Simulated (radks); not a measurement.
Results of a calculation; reference values are marked as such.
Spin polarisation of the 5d2 shell in the cerium ion Ce+. Start: [Xe] 4f(up 0.5, down 0.5) 5d(up 1, down 1); electrons of 5d are moved from spin down to spin up, other shells keep equal spins. Level of theory: scalar-relativistic Kohn-Sham, LDA (Slater exchange, Perdew-Wang correlation), spin-polarised, spherical densities, finite nucleus; Fermi nuclear charge, rms radius of each element as measured or else 0.836 A^(1/3) + 0.57 fm (a radial shooting solver on a logarithmic mesh with Libxc functionals).

moment (Bohr magnetons)  E - E(0) (eV)  e(5d up) (eV)  e(5d down) (eV)  4f down minus up (eV)
0                                0.000         -7.409           -7.409                  0.000
0.5                             -0.030         -7.521           -7.283                  0.067
1                               -0.119         -7.621           -7.143                  0.133
1.5                             -0.269         -7.709           -6.985                  0.200
2                               -0.481         -7.785           -6.808                  0.268

At moment 2 the spin-polarisation energy is -0.481 eV and the 5d exchange splitting 0.977 eV, that is 0.488 eV per Bohr magneton; E = -I m^2/4 would give I = 0.481 eV.
